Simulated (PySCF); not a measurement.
Q: What does the PBE0-D3(BJ)/def2-SVP structure of SbMe3 (`[CH3][Sb]([CH3])[CH3]`) look like in three dimensions?

A: 
```xyz
13
C3H9Sb angstrom
Sb     0.0279   -0.0077    1.2050
C      1.8433   -0.0178    0.0132
H      2.4714    0.8428    0.2842
H      1.5954    0.0345   -1.0566
H      2.4111   -0.9386    0.2107
C     -0.9021    1.5921    0.0688
H     -0.8210    1.3862   -1.0086
H     -0.4048    2.5468    0.2941
H     -1.9638    1.6768    0.3423
C     -0.9305   -1.5869    0.0619
H     -2.0084   -1.5963    0.2799
H     -0.5093   -2.5630    0.3422
H     -0.7785   -1.4213   -1.0150
```

Orientation and origin are arbitrary. Atoms count from 1 in this order. Sb1 (antimony bonded to 3 C) is pyramidal (angles 94.4°, 94.3° and 94.1°, sum 282.7°, 1.16 Å off the plane of its three neighbours). All 3 C–Sb bonds measure 2.171 to 2.172 Å.

Bonds between heavy atoms (Å): Sb1–C2 2.172, Sb1–C6 2.171, Sb1–C10 2.172.

Theory: PBE0-D3(BJ)/def2-SVP geometry optimisation, gas phase, def2 core potentials past Kr in PySCF.

Point group: near C3v, missed by 0.13 Å at most; the miss may be what the optimiser left on a soft mode (C3 holds within 0.08 Å). PBE0-D3(BJ)/def2-SVP frequencies: not computed here.

The run took 20 s on one thread, Intel Xeon 6975P-C (x86_64) (shared host), and the process peaked at 0.45 GiB of memory. These figures are those of the optimisation.
